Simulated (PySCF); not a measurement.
A calculated (PBEsol, PySCF 2.14, ANO-RCC-VTZP, scalar relativity by spin-free X2C-1e) atom or ion has these occupied shells.

```
shell  electrons  orbital energy (eV)  rms radius, mean of both spins (bohr)
 1s α          1             -80444.7                                 0.0190
 1s β          1             -80444.7                                 0.0190
 2s α          1             -14213.6                                 0.0769
 2s β          1             -14213.6                                 0.0769
 2p α          3             -12351.1                                 0.0704
 2p β          3             -12351.0                                 0.0704
 3s α          1              -3373.4                                  0.196
 3s β          1              -3373.4                                  0.196
 3p α          3              -2829.8                                  0.199
 3p β          3              -2829.7                                  0.199
 3d α          5              -2222.8                                  0.181
 3d β          5              -2222.7                                  0.181
 4s α          1              -748.94                                  0.433
 4s β          1              -748.87                                  0.433
 4p α          3              -569.42                                  0.461
 4p β          3              -569.35                                  0.461
 4d α          5              -347.07                                  0.493
 4d β          5              -346.98                                  0.493
 5s α          1              -129.85                                  0.984
 5s β          1              -129.32                                  0.984
 4f α          7              -103.32                                  0.549
 4f β          7              -103.20                                  0.549
 5p α          3              -81.928                                   1.13
 5p β          3              -81.295                                   1.13
 5d α          5              -27.680                                   1.62
 5d β          4              -26.983                                   1.62
```

Q: Name the element and its charge.

A: Au(2+) (gold, charge +2), in [Xe] 4f14 5d9, 2D determinant.
